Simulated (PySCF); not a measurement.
Correlation energy of Te+ (tellurium, charge +1)

[Kr] 4d10 5s1 5p4, high-spin 4P determinant (an excited configuration). Computed with PySCF 2.14 in x2c-TZVPPall, with the spin-free X2C one-electron Hamiltonian (Gaussian nucleus). Frozen: [Kr] 4d10; 5 electrons correlated.

```json
{"level": "CCSD", "correlation energy (mhartree)": "-87.77"}
{"level": "(T)", "correlation energy (mhartree)": "-5.40"}
{"level": "CCSD(T)", "correlation energy (mhartree)": "-93.17"}
```

Diagnostics: T1 = 0.015, D1 = 0.0351, largest double amplitude 0.236.

Problem. Is a single reference adequate?

Solution. Not fully. A double-excitation amplitude exceeds 0.15, a sign of near-degeneracy.
